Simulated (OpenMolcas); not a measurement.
## Tc4+ in a ligand field

Tc4+ with 4 ligands (bromide) in tetrahedral coordination (Td) at 2.42 Å. Ligand basis ANO-RCC-VDZP.

| Item | Value |
| --- | --- |
| Program | OpenMolcas |
| Method | CASSCF |
| Basis | ANO-RCC-VDZP [6s5p3d1f] |
| Scalar Hamiltonian | DKH2, point nucleus |
| Active space | 3 electrons in 5 orbitals (4d) |
| State averaging | 2S+1 = 4 even, 10 roots; 2S+1 = 2 even, 40 roots |
| Spin-orbit coupling | RASSI with atomic mean-field integrals over the reference wave functions |

The lowest spin-free states (labels of Td), above the lowest:

```tsv
State	Degeneracy	E (cm-1)
4T1	3	0.0
2E	2	3007
2S+1 = 2	3	9846
4T2	3	9881
2S+1 = 2	3	11467
2T1	3	13801
4T1	3	16925
2A1	1	17158
2S+1 = 2	3	19140
2E	2	20188
2S+1 = 2	3	20818
4A2	1	21148
2S+1 = 2	3	24029
2S+1 = 2	3	25070
2S+1 = 2	3	25913
2A2	1	26735
2E	2	29057
2T1	3	31831
2E	2	39964
2T2	3	43128
```

The lowest levels with spin-orbit coupling:

| E (cm-1) | Degeneracy | Label | 2S+1 | g |
| --- | --- | --- | --- | --- |
| 0.0 | 4 | Γ8 | 4 |  |
| 254.4 | 2 |  | 4 | 1.73 1.73 1.73 |
| 434.6 | 4 | Γ8 | 4 |  |
| 570.0 | 2 |  | 4 | 3.56 3.56 3.56 |
| 3533 | 4 | Γ8 | 2 |  |
| 9828 | 2 |  | 2 (55 %) | 1.21 1.21 1.21 |
| 9831 | 4 | Γ8 | 4 (71 %) |  |
| 10033 | 4 | Γ8 | 4 (54 %) |  |
| 10127 | 2 |  | 4 (90 %) | 3.00 3.00 3.00 |
| 10550 | 4 | Γ8 | 4 (60 %) |  |
| 10667 | 2 |  | 4 (55 %) | 1.31 1.31 1.31 |
| 11944 | 2 |  | 2 (90 %) | 0.49 0.49 0.49 |
| 12299 | 4 | Γ8 | 2 (85 %) |  |
| 13983 | 4 | Γ8 | 2 |  |
| 14024 | 2 |  | 2 | 0.15 0.15 0.15 |
| 17108 | 2 |  | 4 (80 %) | 2.86 2.86 2.86 |
| 17405 | 2 |  | 4 | 2.23 2.23 2.23 |
| 17441 | 4 | Γ8 | 4 |  |
| 17467 | 4 | Γ8 | 4 |  |
| 17719 | 2 |  | 2 (83 %) | 2.03 2.03 2.03 |

Electric-dipole absorption from the lowest level at this geometry, strongest bands:

```
E (cm-1)  λ (nm)  Label         f
    9828    1020         3.79e-04
    9831    1020     Γ8  6.78e-04
   10033     997     Γ8  2.84e-04
   10550     948     Γ8  1.26e-04
   10667     937         1.28e-04
   13983     715     Γ8  1.59e-03
   14024     713         4.79e-04
   17108     585         1.55e-03
   17405     575         1.74e-03
   17441     573     Γ8  3.95e-03
   17467     573     Γ8  3.41e-03
   17719     564         3.25e-04
   21716     460     Γ8  6.12e-04
   24409     410     Γ8  8.79e-05
   26154     382     Γ8  3.24e-04
   26582     376         9.95e-05
```

Powder χT (cm3 K/mol): 0.754 at 2 K, 0.774 at 10 K, 0.875 at 50 K, 0.996 at 100 K, 1.21 at 200 K, 1.36 at 300 K. The effective moment at 300 K is 2.828 √(χT) = 3.30 μB.

The lowest level has 2S+1 = 4, for which the spin-only value is χT = S(S+1) / 2 = 1.875 cm3 K/mol (g = 2). The computed 1.362 at 300 K differs by -0.513, through orbital momentum, spin-orbit coupling and any other state in reach. With a threefold ground state the orbital momentum is unquenched, so the spin-only value is not expected to hold.

Metal share of the active 4d orbitals (Löwdin): 67, 67, 67, 84, 84 %; Mulliken charge of the metal 0.79.

An orbital triplet at a regular site is open to Jahn-Teller coupling, which can distort the site and quench the lowest spin-orbit gaps and is left out. Without dynamic correlation the repulsion within the d shell is too large (B by tens of per cent), so at a given field states of lower spin stand too high. This shell can be high or low spin here, a state of another spin lies low, and with metal d orbitals alone active their balance is uncertain, so the ground spin may be wrong. The least metal-like active orbital is 67 % on the metal (Löwdin) and no ligand orbital is active, so the numbers are rough, and ground spin, moment and any spin crossover can be artefacts of this space; highly charged d ions in such sites are as a rule low spin. With metal d orbitals alone the field can be off either way by tens of per cent. Ligand-to-metal charge-transfer states are missing. With no ligand orbital active B as a rule stays too high, so bands that hang on it stand too high and its fall with covalency is understated. No measured value stands beside these numbers; the geometry is a model, was not optimised and need not be the one that this ion takes.

The RASSCF and RASSI steps took 91 s on 1 thread of Arm Neoverse V2 (shared host); the integral step is not counted.
